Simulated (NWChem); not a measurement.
# azulene (C10H8); SMILES c1cc2cccc-2ccc1

Computed with NWChem. Coordinates come from a PBE-D3(BJ)/def2-SVP optimisation. No frequency run checked for a minimum.

Problem. Order these runs by computing time, cheapest first, and give rough ratios: PBE0/def2-TZVP; PBE0/def2-SVPD; PBE0/def2-SVP.

Solution. PBE0/def2-SVP (1), PBE0/def2-SVPD (4), PBE0/def2-TZVP (10). Ratios are rough, from one shared machine; the cheapest took very roughly 18 core-seconds. What differs between the cheapest and the dearest: highest occupied level (eV) -5.68 → -5.71; orbital gap (eV) 3.59 → 3.56; dipole (D) 1.12 → 1.07.
